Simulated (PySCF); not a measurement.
Compound: C₄H₉O₂P.
Atom-mapped SMILES: `[CH3:1][O:2]/[CH:3]=[P:4]\[CH2:5][O:6][CH3:7]` (hydrogens: H8, H9, H10 on C1; H11 on C3; H12, H13 on C5; H14, H15, H16 on C7)

Geometry (PBE0-D3(BJ)/def2-SVP, Å), atoms numbered from 1 in this order:
```
atom  x, y, z in Å
C1    -2.7865    0.3581    0.8297
O2    -1.5176    0.4869    0.2308
C3    -1.2342   -0.3310   -0.7787
P4     0.2012   -0.3696   -1.6719
C5     1.1391    1.0164   -0.7823
O6     1.6361    0.6928    0.4797
C7     2.6653   -0.2450    0.4588
H8    -2.8388    1.1016    1.6344
H9    -2.9217   -0.6477    1.2619
H10   -3.5939    0.5543    0.1038
H11   -2.0336   -1.0412   -1.0482
H12    0.4516    1.8648   -0.6491
H13    1.9539    1.3374   -1.4642
H14    2.9997   -0.4008    1.4942
H15    2.3350   -1.2186    0.0454
H16    3.5308    0.1023   -0.1421
```

Level: CAM-B3LYP/def2-SVPD in PySCF, non-relativistic, on one gas-phase PBE0-D3(BJ)/def2-SVP geometry that isn't relaxed in the solvent. The solvent is an IEF-PCM continuum (cavity from Bondi-type radii × 1.2), and excitations are vertical TDDFT with non-equilibrium linear response and a frozen core. Specific hydrogen bonds and non-electrostatic terms are outside this model.

Gas-phase singlets (H = HOMO, L = LUMO):

```json
{"state": "S1", "E (eV)": "4.471", "λ (nm)": "277", "f": "0.007", "leading configuration": "H-1→L 94%"}
{"state": "S2", "E (eV)": "4.915", "λ (nm)": "252", "f": "0.310", "leading configuration": "H→L 94%"}
{"state": "S3", "E (eV)": "5.787", "λ (nm)": "214", "f": "0.004", "leading configuration": "H-2→L 28%"}
{"state": "S4", "E (eV)": "5.997", "λ (nm)": "207", "f": "0.011", "leading configuration": "H-2→L 56%"}
{"state": "S5", "E (eV)": "6.172", "λ (nm)": "201", "f": "0.044", "leading configuration": "H→L+1 51%"}
```

**Question.** Give the list for acetonitrile (ε = 35.69), n² = 1.81.

**Answer.** 
```csv
state,E (eV),λ (nm),f,leading configuration,change by rank (eV)
S1,4.596,270,0.025,H-1→L 88%,+0.125
S2,4.804,258,0.354,H→L 89%,-0.111
S3,5.824,213,0.003,H→L+1 31%,+0.037
S4,6.026,206,0.008,H-2→L 54%,+0.029
S5,6.378,194,0.091,H→L+1 37%,+0.206
```

**Question.** The ground-state energy changes by -0.280 eV from gas to acetonitrile. By how much does the total energy of gas-phase S2 change?

**Answer.** E(S2) = E(S0) + excitation energy, so it changes by -0.280 − 0.111 = -0.391 eV: it is lowered more than the ground state, which is what a red shift means. This is the vertical state, with the slow part of the continuum still set for S0.

**Question.** How do the frontier levels move from gas to acetonitrile?

**Answer.** 
| orbital | gas (eV) | solvent (eV) | change (eV) | Löwdin shares, gas | Löwdin shares, solvent |
| --- | --- | --- | --- | --- | --- |
| LUMO+2 | 1.59 | 1.77 | +0.18 | P4 15 %, C7 13 %, C5 12 %, H13 10 % | P4 18 %, C1 16 %, C3 10 %, H11 8 % |
| LUMO+1 | 1.22 | 1.38 | +0.16 | C1 31 %, C3 11 %, H9 10 %, H10 10 % | C1 14 %, C3 11 %, C5 11 %, C7 10 % |
| LUMO | -0.08 | -0.14 | -0.06 | P4 34 %, C3 32 %, O2 11 %, C5 6 % | P4 33 %, C3 33 %, O2 12 %, C5 5 % |
| HOMO | -7.58 | -7.68 | -0.10 | P4 39 %, C3 26 %, O2 20 %, C5 5 % | P4 40 %, C3 25 %, O2 20 %, C5 5 % |
| HOMO-1 | -8.08 | -8.28 | -0.20 | O6 34 %, P4 33 %, C5 12 %, C7 5 % | O6 34 %, P4 33 %, C5 13 %, C7 5 % |
| HOMO-2 | -9.47 | -9.64 | -0.17 | O6 30 %, P4 28 %, C5 11 %, C3 8 % | P4 30 %, O6 27 %, C5 11 %, C3 8 % |
| HOMO-3 | -10.75 | -10.88 | -0.13 | O6 33 %, P4 15 %, O2 10 %, C7 10 % | O6 24 %, O2 18 %, P4 13 %, C3 11 % |

The HOMO–LUMO gap goes from 7.50 to 7.55 eV. Rows go by rank; for HOMO-3, LUMO+1 and LUMO+2 the atom shares or the degeneracy differ between the runs, so the row needn't follow one orbital.

The run took 39 s of wall time on an Arm Neoverse V2 with one thread (shared host), and the process peaked at 1.2 GiB of memory. This is the whole response run at CAM-B3LYP/def2-SVPD in acetonitrile, SCF included.
